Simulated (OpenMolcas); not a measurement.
Pt4+ (d6) among equal point charges was computed by CASSCF with the d shell active (OpenMolcas, ANO-RCC-VDZP on the metal). Its lowest spin-free states, and all those of the highest spin:

```csv
2S+1,Degeneracy,E (cm-1)
5,1,0.0
5,2,1224
5,1,7937
5,1,13899
3,1,15835
3,2,16340
3,1,17178
3,2,19037
3,1,20391
3,1,20541
3,2,21762
3,1,22115
```

Problem. Is the site octahedral, tetrahedral or cube-like, axial, or of lower symmetry?

Solution. The states with 2S+1 = 5 have orbital degeneracies 1, 2, 1, 1. There are pairs but no triples, so the site is axial: not cubic, but with a proper or improper axis of order three or more. The run had Pt4+ among 5 point charges of -2 e arranged as a square pyramid (C4v), 2.2 Å from the ion, with the axial distance 2.530 Å.

Spin-orbit coupling mixes the spin-free states strongly: the lowest level takes only 48 % from its leading state, 2S+1 = 5. Without dynamic correlation the repulsion within the d shell is too large (B by tens of per cent), so at a given field states of lower spin stand too high. Point charges give a weaker field than real ligands, and real ions of this kind are as a rule low spin; the high spin found here belongs to the model. This is an electrostatic model: the charges have no orbitals. An unlabelled pair can be two single states that coincide in this model. No measured value stands beside these numbers.
